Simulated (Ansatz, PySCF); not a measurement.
Gas-phase reaction in SMILES: CNC [N-methylmethanamine] -> CCN [ethanamine]
Structures are relaxed separately at B3LYP-D3(BJ)/def2-TZVP in Ansatz (a first-principles code), one conformer each, not searched for the lowest.

Wanted: isomerisation energy (0 K, with B3LYP-D3(BJ) harmonic zero-point energies from PySCF), in kcal/mol. Correlated levels leave the core frozen unless marked. Spin-orbit coupling is left out. No relativistic terms. Basis-set limits of correlation are two-point, X^-3; Hartree-Fock from the larger set. [CCSD(T)-MP2]/basis is that difference in the basis named.

```json
[
 {"level": "HF-D3(BJ)/def2-TZVPD", "program": "PySCF + dftd3", "isomerisation energy (kcal/mol)": "-6.9"},
 {"level": "r2SCAN-D3(BJ)/def2-TZVPD", "program": "Ansatz + dftd3", "isomerisation energy (kcal/mol)": "(withheld)"},
 {"level": "PBE0/6-31G*", "program": "Ansatz", "isomerisation energy (kcal/mol)": "-5.4"},
 {"level": "CCSD/cc-pwCVTZ", "program": "Ansatz", "isomerisation energy (kcal/mol)": "-7.8"},
 {"level": "RI-MP2/CBS(aug-cc-pVTZ,aug-cc-pVQZ)+[CCSD(T)-MP2]/aug-cc-pVTZ", "program": "Ansatz", "isomerisation energy (kcal/mol)": "(withheld)"}
]
```

**Question.** Fill in the missing entries.

**Answer.** 
- r2SCAN-D3(BJ)/def2-TZVPD, isomerisation energy (kcal/mol): -7.6
- RI-MP2/CBS(aug-cc-pVTZ,aug-cc-pVQZ)+[CCSD(T)-MP2]/aug-cc-pVTZ, isomerisation energy (kcal/mol): -8.1
